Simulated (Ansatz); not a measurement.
Cost and result for the atomization energy of `C=[C]1[Te][Al]1[F]` (7 atoms, 7 bonds).

```xyz
7

C     0.434   -1.292   -0.474
C     0.048   -0.137    0.037
Te   -0.085    0.374    2.233
Al   -0.555    1.631    0.206
F    -1.036    2.992   -0.566
H     0.456   -1.419   -1.555
H     0.738   -2.149    0.120
```

Charge 0, multiplicity 1. Correlated methods include outer-core shells of Te, which these sets cover unevenly. Te takes the def2 core potential. The geometry is a stationary point of PBE0-D4/def2-TZVP. Program: Ansatz. All runs use 4 threads of an Arm Neoverse V2 on a shared host. Times are those of one run each, without the atoms' runs, and a repeat can differ threefold. Electronic energies, without spin–orbit coupling; frozen cores. CCSD(T)/CBS adds CCSD(T) − MP2 in def2-TZVPP to the MP2 limit, and its time is that of the two runs behind it. T1 = 0.014; the RHF reference is unstable towards UHF. With those shells the extrapolation isn't a true limit. HSE06 is the plane-wave form, built on full-range PBE exchange.

CCSD(T)/CBS is a level of theory with its own doubt, some kJ/mol a heavy atom from the limit and from the frozen cores, so smaller differences don't rank the functionals.

```
                             level  functions  wall time
            LDA (SPW92)/def2-TZVPP        213      1.2 s
                BLYP-D4/def2-TZVPP        213      1.9 s
   PBE-D4/def2-TZVPP (with forces)        213      2.3 s
                PBE0-D4/def2-TZVPP        213      2.7 s
               HSE06-D4/def2-TZVPP        213      2.9 s
           CAM-B3LYP-D4/def2-TZVPP        213      3.1 s
r2SCAN-D4/def2-TZVPP (with forces)        213      4.6 s
                  CCSD(T)/def2-SVP         96      4.8 s
                 B2PLYP/def2-TZVPP        213      5.5 s
               PBE-QIDH/def2-TZVPP        213      5.5 s
                    MP2/def2-QZVPP        383       18 s
                CCSD(T)/def2-TZVPP        213      120 s
                 CCSD(T)/CBS(def2)          –    2.3 min
```

Task: What atomization energy does each give, and how far from CCSD(T)/CBS? (An estimate is asked.)

Result: The calculation gave: 
```csv
level,atomization (kJ/mol),difference from CCSD(T)/CBS,per bond
LDA (SPW92)/def2-TZVPP,3122.6,426.4,60.9
BLYP-D4/def2-TZVPP,2685.6,-10.6,-1.5
PBE-D4/def2-TZVPP (with forces),2774.4,78.2,11.2
PBE0-D4/def2-TZVPP,2690.9,-5.3,-0.8
HSE06-D4/def2-TZVPP,2693.4,-2.8,-0.4
CAM-B3LYP-D4/def2-TZVPP,2657.1,-39.1,-5.6
r2SCAN-D4/def2-TZVPP (with forces),2703.6,7.4,1.1
CCSD(T)/def2-SVP,2505.6,-190.6,-27.2
B2PLYP/def2-TZVPP,2648.4,-47.8,-6.8
PBE-QIDH/def2-TZVPP,2669.4,-26.8,-3.8
MP2/def2-QZVPP,2763.3,67.1,9.6
CCSD(T)/def2-TZVPP,2601.2,-95.0,-13.6
CCSD(T)/CBS(def2),2696.2,0.0,0.0
```

At CCSD(T), def2-SVP lies −190.6 kJ/mol from the extrapolated value and def2-TZVPP −95.0 kJ/mol: correlation converges slowly with the basis, and small sets miss more of it in the bonded molecule than in its fragments. From PBE to PBE0 (25 % exact exchange), in def2-TZVPP and without D4, the atomization energy moves by −80.8 kJ/mol: exact exchange takes away binding that semilocal exchange gives to molecules. Leaving LDA and LC-ωPBE aside and taking each functional with its dispersion term where it has one, the values, not all of them listed here, spread over 223.9 kJ/mol, from BHLYP-D4 to PBE-D4. LDA lies +367.2 kJ/mol from PBE without D4, its usual overbinding.

Spin–orbit coupling would lower the free Te atoms strongly, and the atomization energy with them, by more than many differences here.
